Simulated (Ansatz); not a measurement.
Ag3 (the lowest doublet isomer of a short search) was relaxed with PBE-D4 (def2-TZVP) in Ansatz in these states: neutral doublet, neutral quartet. The geometries follow in no particular order.

In the def2 sets Ag takes a core potential; there is no spin–orbit coupling.

A:

| atom | x (Å) | y (Å) | z (Å) |
| --- | --- | --- | --- |
| Ag1 | 1.383 | -0.029 | -1.005 |
| Ag2 | -0.555 | -1.442 | 0.734 |
| Ag3 | -0.828 | 1.471 | 0.271 |

B:

```tsv
atom	x (Å)	y (Å)	z (Å)
Ag1	-0.802	-1.266	-0.753
Ag2	-0.758	0.712	1.004
Ag3	1.560	0.554	-0.251
```

Q: Judge from the bond lengths which geometry belongs to which state (an estimate).

A: A is the neutral quartet (Ag2–Ag3 2.962 Å, Ag1–Ag2 2.962 Å, Ag1–Ag3 2.962 Å); B is the neutral doublet (Ag2–Ag3 2.641 Å, Ag1–Ag2 2.645 Å, Ag1–Ag3 3.024 Å).

At PBE0-D4/def2-TZVP a doublet lies 2.06 eV below the neutral quartet. These are the stationary points nearest to one start from a short search; other shapes may lie lower in each state.
